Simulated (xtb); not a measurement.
Zn(Me) (CH3Zn), SMILES [CH3][Zn+], charge +1. All values are semi-empirical tight-binding results from xtb (GFN2-xTB unless named), good for trends rather than for accurate numbers. Geometry optimised at GFN2-xTB. The multiplicity is an assumed one; other spin states were not compared. The isomer is the one that the SMILES or the coordinates give; other isomers of the formula were not compared.

For metal compounds this method's bond lengths and energies can be far off.

```json
{
 "point_group_as_xtb_finds_it": "C3v",
 "orbital_gap": "4.01 eV",
 "zero_point_energy": "20.6 kcal/mol",
 "G − E(el) at 298.15 K (modified RRHO)": "5.6 kcal/mol"
}
```
